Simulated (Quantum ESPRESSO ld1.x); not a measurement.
The numbers below are computed, except where a source is named.
All-electron atom: the mercury ion Hg2+ in [Xe] 4f14 5d10.

Level of theory: Dirac Kohn-Sham, LDA (Slater exchange, Gunnarsson-Lundqvist correlation), spin-unpolarised, spherical densities, point nucleus (ld1.x of Quantum ESPRESSO 7.5).

Energy parts (Ry):
| part | energy |
|---|---|
| total | -39304.12 |
| kinetic | 45348.95 |
| electron-nucleus | -99082.51 |
| Hartree | 15157.71 |
| exchange-correlation | -728.27 |

Orbitals (lengths in bohr, moments of r in powers of bohr; r(max) is where P^2 peaks; r(90%) holds 90 % of the orbital's charge):
orbital,occ.,eigenvalue (Ry),r(max),r(90%),small-component weight
1s1/2,2,-6100.54,0.010,0.0304,9.26e-02
2s1/2,2,-1081.61,0.059,0.109,2.12e-02
2p1/2,2,-1037.96,0.044,0.0951,2.13e-02
2p3/2,4,-894.933,0.051,0.107,1.89e-02
3s1/2,2,-257.718,0.167,0.265,7.11e-03
3p1/2,2,-238.048,0.155,0.257,7.06e-03
3p3/2,4,-206.373,0.171,0.279,6.35e-03
3d3/2,4,-173.751,0.134,0.252,6.24e-03
3d5/2,6,-166.961,0.137,0.259,6.05e-03
4s1/2,2,-57.7396,0.378,0.573,2.43e-03
4p1/2,2,-49.3141,0.375,0.583,2.33e-03
4p3/2,4,-41.6470,0.406,0.632,2.06e-03
4d3/2,4,-27.8642,0.399,0.661,1.86e-03
4d5/2,6,-26.4349,0.406,0.677,1.79e-03
4f5/2,6,-8.67692,0.363,0.767,1.42e-03
4f7/2,8,-8.36844,0.369,0.778,1.39e-03
5s1/2,2,-10.1381,0.827,1.29,6.27e-04
5p1/2,2,-7.34832,0.875,1.41,5.41e-04
5p3/2,4,-5.99079,0.955,1.55,4.54e-04
5d3/2,4,-2.24964,1.14,2.16,2.63e-04
5d5/2,6,-2.10700,1.18,2.25,2.44e-04

The highest occupied level is 5d5/2 at -28.667 eV. For comparison, the ionisation energy in NIST's Atomic Spectra Database is 34.49 eV (measured). In exact Kohn-Sham theory the highest level is minus the ionisation energy, but local and semilocal functionals leave it too shallow, through self-interaction and a potential that decays too fast; potentials with the right tail come closer.
